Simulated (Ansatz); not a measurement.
Stepwise reaction of `C[SiH2][SnH3]` with hydrogen fluoride, as a gas-phase model of exchange steps in deposition or etching. ΔE in kJ/mol.

Calculated with Ansatz (gas phase, PBE0-D4/def2-TZVP geometries, no zero-point term in ΔE). CBS: MP2 limit from def2 TZ/QZ plus the TZ coupled-cluster correction, frozen cores. This one scheme is used for every species. DFT in def2-TZVPP. B3LYP here is the variant with VWN-RPA as its local correlation; programs differ in this. Elements past krypton have def2 core potentials. For Sn outer-core shells are correlated without core-valence functions, which leaves a few kJ/mol of doubt a bond.

| step | reaction | PBE-D4 | B3LYP-D4 | ωB97M-V | CCSD(T)/CBS |
| --- | --- | --- | --- | --- | --- |
| 1 | `C[SiH2][SnH3]` + H–F → `C[SiH](F)[SnH3]` + H₂ | -102.4 | -111.4 | -110.7 | -105.8 |

Q: Give the row of step 2, `C[SiH](F)[SnH3]` + H–F → `C[Si](F)(F)[SnH3]` + H₂. (Estimate.)

A: Ansatz gave: 
| step | reaction | PBE-D4 | B3LYP-D4 | ωB97M-V | CCSD(T)/CBS |
| --- | --- | --- | --- | --- | --- |
| 2 | `C[SiH](F)[SnH3]` + H–F → `C[Si](F)(F)[SnH3]` + H₂ | -129.1 | -137.2 | -137.6 | -132.3 |

Q: By hand: ΔE of the 2 steps together at CCSD(T)/CBS.

A: (-105.8) + (-132.3) = -238.1 kJ/mol, or -119.1 kJ/mol a step.

In ΔE each step is lower than the one before. All are downhill at CCSD(T)/CBS. PBE-D4 differs from CCSD(T)/CBS by 3.2 to 3.4 kJ/mol a step. Isolated molecules leave out the surface, adducts and barriers. Largest T1 diagnostic: 0.013.
